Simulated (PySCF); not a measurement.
Si(H)(Me)(NH2)2, SMILES C[SiH](N)N, singlet, CAM-B3LYP/def2-SVP optimised geometry.

```
12

Si    -0.40    -0.64     0.00
C      1.47    -0.64     0.00
N     -0.90     1.02     0.00
N     -0.90    -1.69    -1.29
H     -1.01    -1.23     1.23
H      1.86    -0.05     0.84
H      1.86    -0.20    -0.93
H      1.86    -1.67     0.07
H     -1.86     1.27     0.19
H     -0.48     1.69    -0.64
H     -1.87    -2.00    -1.36
H     -0.49    -1.61    -2.21
```

Density from CAM-B3LYP/def2-TZVP (PySCF) at that geometry.

Minimum of the electron density along straight lines between bonded atoms, close to the bond critical point (lines longer than 1.1 times the sum of covalent radii, or with two minima, are not listed):

| bond | length / Å | ρ at the minimum / e bohr⁻³ | ∇²ρ there / e bohr⁻⁵ | position (fraction from the first atom) |
|---|---|---|---|---|
| Si1–C2 | 1.871 | 0.125 | 0.17 | 0.39 |
| Si1–N3 | 1.736 | 0.130 | 0.52 | 0.40 |
| Si1–N4 | 1.736 | 0.130 | 0.52 | 0.40 |
| Si1–H5 | 1.489 | 0.123 | 0.13 | 0.49 |
| C2–H6 | 1.100 | 0.268 | -0.88 | 0.64 |
| C2–H7 | 1.103 | 0.264 | -0.86 | 0.64 |
| C2–H8 | 1.100 | 0.268 | -0.88 | 0.64 |
| N3–H9 | 1.014 | 0.330 | -1.58 | 0.73 |
| N3–H10 | 1.015 | 0.330 | -1.56 | 0.73 |
| N4–H11 | 1.014 | 0.330 | -1.58 | 0.73 |
| N4–H12 | 1.015 | 0.330 | -1.56 | 0.73 |
